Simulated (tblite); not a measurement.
C₆H₁₅PS.
SMILES with atom numbers: `[CH3:1][CH2:2][C@H:3]([CH3:4])[P:5]([CH3:6])([CH3:7])=[S:8]` (hydrogens: H9, H10, H11 on C1; H12, H13 on C2; H14 on C3; H15, H16, H17 on C4; H18, H19, H20 on C6; H21, H22, H23 on C7)

Computed with GFN2-xTB (tblite), gas phase: L-BFGS steps from a force-field or distance-geometry start until the largest atomic force falls under 0.01 eV/Å.

Step 12: E = -715.5909 eV
```
atom  x, y, z in Å  |  force x, y, z in eV/Å
C1      2.8134    0.4150    0.1615    0.036   0.009   0.006
C2      1.4492    0.5613   -0.4997    0.002  -0.004   0.006
C3      0.3940   -0.3066    0.1778   -0.056   0.019   0.014
C4      0.6477   -1.7921   -0.0243   -0.010  -0.010  -0.006
P5     -1.2789    0.1254   -0.5217   -0.029  -0.009  -0.014
C6     -2.4596   -0.8052    0.5413   -0.015   0.022  -0.005
C7     -1.5707    1.8583    0.0260   -0.018  -0.005   0.013
S8     -1.5334   -0.1554   -2.4224    0.052  -0.022  -0.017
H9      3.2171   -0.5813    0.0070    0.016  -0.010  -0.002
H10     3.5197    1.1312   -0.2476    0.005   0.034  -0.059
H11     2.7329    0.5938    1.2320    0.014   0.002   0.023
H12     1.5037    0.2820   -1.5545    0.027   0.038  -0.009
H13     1.1356    1.6077   -0.4462    0.044   0.000  -0.013
H14     0.3573   -0.0668    1.2467    0.003  -0.036   0.049
H15    -0.1647   -2.3867    0.3861   -0.028  -0.027   0.033
H16     1.5681   -2.0983    0.4644    0.046  -0.014   0.009
H17     0.7264   -2.0085   -1.0874   -0.021  -0.014  -0.046
H18    -3.4559   -0.4281    0.3185   -0.057   0.011   0.003
H19    -2.4341   -1.8639    0.2939    0.022  -0.001  -0.057
H20    -2.2368   -0.6656    1.5955   -0.003   0.012   0.053
H21    -0.9693    2.5485   -0.5599    0.034  -0.023  -0.064
H22    -2.6187    2.0849   -0.1583   -0.072   0.003  -0.009
H23    -1.3478    1.9774    1.0815    0.008   0.024   0.092
```

Step 13: E = -715.5923 eV
```
atom  x, y, z in Å  |  force x, y, z in eV/Å
C1      2.8134    0.4148    0.1607    0.042   0.017   0.008
C2      1.4491    0.5617   -0.4990   -0.011  -0.018   0.018
C3      0.3961   -0.3065    0.1821   -0.081   0.012   0.006
C4      0.6474   -1.7921   -0.0248   -0.009  -0.015   0.006
P5     -1.2768    0.1256   -0.5168   -0.051  -0.003  -0.028
C6     -2.4623   -0.8053    0.5414   -0.001   0.015   0.008
C7     -1.5721    1.8597    0.0261   -0.009   0.006   0.028
S8     -1.5258   -0.1569   -2.4180    0.050  -0.022  -0.020
H9      3.2182   -0.5808    0.0058    0.010  -0.015  -0.001
H10     3.5178    1.1310   -0.2497    0.030   0.052  -0.069
H11     2.7347    0.5949    1.2308    0.012  -0.002   0.032
H12     1.5019    0.2808   -1.5534    0.025   0.033  -0.010
H13     1.1356    1.6083   -0.4479    0.046  -0.005  -0.003
H14     0.3600   -0.0690    1.2517    0.014  -0.033   0.038
H15    -0.1642   -2.3878    0.3870   -0.021  -0.013   0.022
H16     1.5683   -2.1015    0.4618    0.040  -0.007  -0.010
H17     0.7219   -2.0043   -1.0897   -0.016  -0.017  -0.023
H18    -3.4583   -0.4255    0.3155   -0.011  -0.017   0.023
H19    -2.4328   -1.8641    0.2901    0.001   0.034  -0.046
H20    -2.2387   -0.6692    1.5973   -0.029   0.010   0.012
H21    -0.9689    2.5474   -0.5630    0.002  -0.037  -0.044
H22    -2.6218    2.0831   -0.1602   -0.020   0.003   0.004
H23    -1.3474    1.9826    1.0823   -0.013   0.023   0.047
```

Step 14: E = -715.5936 eV
```
atom  x, y, z in Å  |  force x, y, z in eV/Å
C1      2.8142    0.4151    0.1601    0.036   0.020   0.004
C2      1.4490    0.5617   -0.4981   -0.013  -0.025   0.026
C3      0.3965   -0.3063    0.1856   -0.067  -0.005  -0.001
C4      0.6470   -1.7925   -0.0252   -0.010  -0.015   0.013
P5     -1.2762    0.1258   -0.5133   -0.054   0.009  -0.026
C6     -2.4646   -0.8050    0.5417    0.005   0.007   0.016
C7     -1.5734    1.8611    0.0267   -0.003   0.012   0.033
S8     -1.5189   -0.1585   -2.4152    0.045  -0.019  -0.019
H9      3.2193   -0.5806    0.0050    0.006  -0.008   0.002
H10     3.5166    1.1318   -0.2526    0.035   0.048  -0.061
H11     2.7365    0.5959    1.2304    0.016  -0.003   0.024
H12     1.5012    0.2808   -1.5527    0.020   0.023  -0.001
H13     1.1367    1.6088   -0.4494    0.040  -0.007   0.010
H14     0.3622   -0.0715    1.2563    0.017  -0.028   0.017
H15    -0.1643   -2.3889    0.3882   -0.006   0.000   0.009
H16     1.5691   -2.1041    0.4597    0.018   0.005  -0.032
H17     0.7179   -2.0016   -1.0918   -0.014  -0.017   0.011
H18    -3.4608   -0.4237    0.3136    0.023  -0.037   0.039
H19    -2.4317   -1.8636    0.2861   -0.016   0.058  -0.031
H20    -2.2406   -0.6717    1.5991   -0.047   0.006  -0.025
H21    -0.9685    2.5455   -0.5664   -0.029  -0.048  -0.017
H22    -2.6248    2.0817   -0.1616    0.029   0.005   0.018
H23    -1.3472    1.9870    1.0839   -0.031   0.020  -0.007
```

Step 15: E = -715.5948 eV
```
atom  x, y, z in Å  |  force x, y, z in eV/Å
C1      2.8157    0.4157    0.1597    0.020   0.018  -0.003
C2      1.4487    0.5612   -0.4968   -0.005  -0.023   0.027
C3      0.3955   -0.3062    0.1889   -0.024  -0.020  -0.006
C4      0.6463   -1.7931   -0.0254   -0.012  -0.009   0.014
P5     -1.2768    0.1262   -0.5105   -0.035   0.019  -0.015
C6     -2.4667   -0.8045    0.5421    0.006   0.002   0.013
C7     -1.5749    1.8624    0.0279    0.000   0.010   0.025
S8     -1.5114   -0.1605   -2.4130    0.036  -0.015  -0.016
H9      3.2206   -0.5805    0.0042    0.005   0.009   0.005
H10     3.5162    1.1334   -0.2567    0.023   0.027  -0.040
H11     2.7386    0.5967    1.2305    0.027  -0.001   0.003
H12     1.5010    0.2813   -1.5520    0.012   0.009   0.013
H13     1.1386    1.6091   -0.4506    0.029  -0.009   0.024
H14     0.3645   -0.0745    1.2610    0.012  -0.023  -0.009
H15    -0.1644   -2.3901    0.3896    0.009   0.008  -0.001
H16     1.5702   -2.1064    0.4571   -0.009   0.019  -0.049
H17     0.7139   -1.9994   -1.0937   -0.014  -0.017   0.041
H18    -3.4629   -0.4227    0.3127    0.035  -0.046   0.046
H19    -2.4308   -1.8620    0.2815   -0.028   0.060  -0.018
H20    -2.2433   -0.6739    1.6004   -0.054   0.002  -0.043
H21    -0.9685    2.5427   -0.5700   -0.050  -0.049   0.007
H22    -2.6272    2.0806   -0.1626    0.061   0.011   0.029
H23    -1.3477    1.9916    1.0856   -0.041   0.017  -0.048
```

**Question.** Estimate the geometry and energy of step 16. (The exact step hangs on the optimiser's Hessian estimate; all steps are aligned on step 15, rigid shifts and turns removed.)

**Answer.** E = -715.5959 eV, largest force 0.073 eV/Å
```
atom  x, y, z in Å  |  force x, y, z in eV/Å
C1      2.8176    0.4167    0.1591    0.002   0.013  -0.010
C2      1.4483    0.5604   -0.4950    0.008  -0.012   0.021
C3      0.3940   -0.3065    0.1921    0.024  -0.025  -0.009
C4      0.6454   -1.7937   -0.0254   -0.015   0.000   0.010
P5     -1.2779    0.1270   -0.5077    0.001   0.019  -0.004
C6     -2.4685   -0.8038    0.5424    0.005   0.000   0.002
C7     -1.5762    1.8635    0.0292    0.002  -0.003   0.007
S8     -1.5032   -0.1628   -2.4110    0.024  -0.010  -0.012
H9      3.2219   -0.5802    0.0035    0.007   0.026   0.006
H10     3.5161    1.1355   -0.2615    0.002  -0.002  -0.013
H11     2.7412    0.5975    1.2306    0.038   0.005  -0.020
H12     1.5009    0.2818   -1.5510    0.004  -0.005   0.028
H13     1.1409    1.6092   -0.4512    0.014  -0.010   0.038
H14     0.3672   -0.0779    1.2656    0.002  -0.016  -0.029
H15    -0.1645   -2.3912    0.3910    0.015   0.007  -0.003
H16     1.5713   -2.1084    0.4536   -0.027   0.030  -0.056
H17     0.7096   -1.9974   -1.0947   -0.014  -0.017   0.055
H18    -3.4643   -0.4226    0.3126    0.022  -0.041   0.043
H19    -2.4306   -1.8596    0.2767   -0.033   0.039  -0.008
H20    -2.2471   -0.6761    1.6012   -0.048   0.001  -0.037
H21    -0.9695    2.5392   -0.5736   -0.052  -0.034   0.019
H22    -2.6286    2.0798   -0.1630    0.060   0.019   0.033
H23    -1.3489    1.9966    1.0866   -0.040   0.015  -0.059
```

The energy changes by -0.0012 eV. The first-order estimate −F·Δx gives -0.0016 eV and the mean of the old and new forces, exact on a quadratic surface, -0.0011 eV. The step makes an angle of 68° with the force vector and moves no atom by more than 0.009 Å.
